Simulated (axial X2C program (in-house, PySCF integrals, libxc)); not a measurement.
# Ω levels of OPrO from open-shell CI on f(δφ)0 s1 f(π)0

Computed with an in-house all-electron X2C program for linear molecules (integrals from PySCF): two-component X2C with atomic mean-field Coulomb and Gaunt terms, basis O dyall-v3z, Pr dyall-v3z (cores contracted in-house). Orbitals come from Hartree–Fock averaged over the configuration Pr f(δφ)0 s1 f(π)0; CI then distributes these electrons over the f(δφ), s, f(π) shells of Pr.

O–Pr–O held linear, both bonds 1.667 Å (near the minimum of the configuration average).

Active spinors (ω > 0):

```csv
shell,ω,ε (eV),character
f(δφ),3/2,5.02,99% Pr f
f(δφ),5/2,5.02,100% Pr f
f(δφ),5/2,5.21,100% Pr f
f(δφ),7/2,5.26,100% Pr f
s,1/2,-1.90,"75% Pr s, 18% Pr d"
f(π),1/2,5.55,"89% Pr f, 7% Pr p"
f(π),3/2,6.42,"84% Pr f, 10% Pr p"
```

Lowest levels of this model:

```
  Ω  energy (cm⁻¹)    g∥  configuration
1/2              0  2.00        100% s1
5/2          22450  4.45    100% f(δφ)1
3/2          22834  2.01    100% f(δφ)1
5/2          24378  5.55    100% f(δφ)1
7/2          24396  8.00    100% f(δφ)1
```

g∥ is the magnitude of 2⟨Lz + ge Sz⟩ for the +Ω component.

Q: From Ω and g∥ of the lowest level, whose 2⟨Lz + ge Sz⟩ is positive, find ⟨Sz⟩ and ⟨Lz⟩ (ge = 2.0023).

A: Ω = ⟨Lz⟩ + ⟨Sz⟩ = 1/2 and ⟨Lz⟩ + ge⟨Sz⟩ = 1.000, so ⟨Sz⟩ = 0.50 and ⟨Lz⟩ = 0.00.

Occupations of the active spinors in the lowest level by ω, shell by shell in order of energy: -7/2: 0.00; -5/2: 0.00 0.00; -3/2: 0.00 0.00; -1/2: 0.00 0.00; 1/2: 1.00 0.00; 3/2: 0.00 0.00; 5/2: 0.00 0.00; 7/2: 0.00. The leading determinant has weight 1.00 among 2.

This point took 3.2 s on 1 thread of Arm Neoverse V1, with other jobs on the host.

There is no dynamic correlation: spin–orbit spacings and, for f shells, spacings inside one term are the most reliable numbers, splittings between terms come out too wide, and energies between configurations are not reliable, so the lowest level need not be the ground state of the molecule. At most 6 roots were kept for each Ω > 0 (twice that for Ω = 0) within 3.5 eV of the lowest, so higher up levels can be missing between those listed; levels with Ω > 0 are doubly degenerate and listed once, Ω = 0 levels singly. States that fill the shells left empty in the average are placed too high. Along the bond the averaged SCF switches between close solutions, so this one may not be the lowest. The molecule was held linear; bending was not examined.
